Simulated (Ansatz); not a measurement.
A CCSD(T) single point on `[OH][ZnH]`.

```yaml
crystal:
  periodic: [false, false, false]
  atoms:
    - {symbol: O, position_ang: [0.383213, -0.976342, 0.546050]}
    - {symbol: Zn, position_ang: [0.072798, 0.593334, -0.221073]}
    - {symbol: H, position_ang: [-0.305206, -1.640356, 0.498610]}
    - {symbol: H, position_ang: [-0.095305, 1.963163, -0.843887]}
basis:
  gaussian: {orbitals: def2-TZVPP}
correlation: {method: ccsd_t}
output: {orbitals: {seedname: orbitals}}
```

```sh
$ ansatz run in.yaml --threads 2 --pin off --events-out ev --progress --plain
```

Output of Ansatz, abridged:

```
Functional definition: HF
809 factors; integrals over basis functions are off by at most 1.1e-3 eV
mean field evaluation 1: about -50442.4664 eV, gradient 4.3e1 eV
mean field evaluation 2: about -50442.6678 eV, gradient 4.3e1 eV
mean field evaluation 4: about -50446.1819 eV, gradient 3.2e0 eV
mean field evaluation 8: about -50446.2187 eV, gradient 4.9e-1 eV
mean field -50446.21914670 eV, -1853.8643599657 hartree, gradient 1.4e-6 eV, S^2 0.000000; 0 other end points of the search recorded, 0 dependent functions left out
6 core orbitals not correlated: weight in the atoms' cores, before any rotation towards them, 1.000 or more for the frozen orbitals, at most 0.000 for the correlated occupied ones
reference -50446.21914670 eV, -1853.8643599657 hartree; 14, 14 occupied and 103, 103 virtual orbitals, 809 factors
second order -29.82668061 eV of doubles, -0.00000000 eV of singles
cycle   1  -26.37502226 eV  change     3.5e0 eV  update   1.6e-1
cycle   2  -27.53942815 eV  change    -1.2e0 eV  update   7.6e-2
cycle   3  -27.76568817 eV  change   -2.3e-1 eV  update   2.4e-2
cycle   4  -27.71443747 eV  change    5.1e-2 eV  update   9.8e-3
cycle   5  -27.69200093 eV  change    2.2e-2 eV  update   3.4e-3
cycle   6  -27.69610404 eV  change   -4.1e-3 eV  update   1.3e-3
cycle   7  -27.69658910 eV  change   -4.9e-4 eV  update   4.7e-4
cycle   8  -27.69578679 eV  change    8.0e-4 eV  update   1.6e-4
cycle   9  -27.69592795 eV  change   -1.4e-4 eV  update   5.2e-5
cycle  10  -27.69599701 eV  change   -6.9e-5 eV  update   2.0e-5
cycle  11  -27.69596326 eV  change    3.4e-5 eV  update   1.0e-5
perturbative correction -0.71370828 eV, -0.0262282957 hartree
Total energy: -50474.62881824 eV, -1854.9083961382 hartree
```

Run time 8 s (2 threads of a server CPU on a shared host); peak host memory 0.51 GiB.

MP2 recovers 105.0 % of the CCSD(T) correlation energy and the triples give 2.5 %; T1 = 0.0165.
